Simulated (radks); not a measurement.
Effect of the nuclear size on neutral chlorine, [Ne] 3s2 3p5. Calculated with a radial shooting solver on a logarithmic mesh with Libxc functionals: Dirac Kohn-Sham, LDA (Slater exchange, Perdew-Wang correlation), spin-unpolarised, spherical densities, finite nucleus; open shells are shared between the two j in proportion to 2j + 1; Fermi nuclear charge, rms radius 3.3654 fm. The rms radius is varied about that value; shifts are against it.

\begin{tabular}{lrrrr}
rms radius (fm) & total energy shift (eV) & density at nucleus (e/bohr^3) & 1s1/2 shift (meV) & 2s1/2 shift (meV) \\ \hline
2.7866 & -0.00438 & 3577 & -1.85 & -0.135 \\
3.1063 & -0.00206 & 3570 & -0.868 & -0.063 \\
3.3654 & 0 & 3565 & 0.000 & 0.000 \\
3.5606 & 0.00166 & 3561 & 0.699 & 0.051 \\
3.9476 & 0.00522 & 3554 & 2.20 & 0.161 \\
\end{tabular}

Slopes of the eigenvalues against <r^2> in GHz/fm^2, as finite differences over the two radii next to the reference (eigenvalue slopes, not the field-shift constants of lines): 1s1/2 125, 2s1/2 9.15.
